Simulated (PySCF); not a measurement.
Compound: GeH3(NHtBu), C4H13GeN.
Bonds: Ge1–N5, N5–C6, C6–C7, C6–C8, C6–C9. Hydrogens: H2, H3, H4 on Ge1; H10 on N5; H11, H12, H13 on C7; H14, H15, H16 on C8; H17, H18, H19 on C9.

Computed, not measured: PBE0-D3(BJ)/def2-SVP geometry optimisation, gas phase in PySCF.

Problem. List the bond lengths, angles and torsions at this level.

Solution. 
```
                   bond  length (Å)
         Ge1–H2, Ge1–H3       1.539
                 Ge1–H4       1.550
                 Ge1–N5       1.838
                  N5–C6       1.463
                 N5–H10       1.017
    C6–C7, C6–C8, C6–C9       1.531
C7–H11 and 8 like bonds       1.101
```

Bonds in one row agree within 0.01 Å and their mean is given. A selection of angles:
```
     angle  degrees
 H2–Ge1–H3    110.0
 H2–Ge1–N5    105.0
 H3–Ge1–H4    108.2
 H3–Ge1–N5    110.0
 H4–Ge1–N5    114.3
 Ge1–N5–C6    124.3
Ge1–N5–H10    112.2
 C6–N5–H10    111.2
  N5–C6–C7    109.0
  N5–C6–C8    107.6
  N5–C6–C9    111.6
  C7–C6–C8    109.4
 C6–C7–H11    110.6
H11–C7–H12    107.2
H11–C7–H13    108.6
 C6–C8–H14    110.3
```

Dihedral angles: Ge1–N5–C6–C7 45° (synclinal). The mirror-image conformer, all signs reversed, is as good.

Ge1 (germanium bonded to N and 3 H) is distorted tetrahedral (angles from 105.0° to 114.3°). N5 (nitrogen bonded to C, Ge and H) is pyramidal (angles 124.3°, 112.2° and 111.2°, sum 347.7°, 0.28 Å off the plane of its three neighbours). Of the pairs four or more bonds apart, H10···H16 is among the closest relative to their van der Waals radii: 2.43 Å, 101 % of the sum of Bondi's values.

Point group: C1 (no symmetry element, even within 0.4 Å). Not checked by PBE0-D3(BJ)/def2-SVP frequencies.
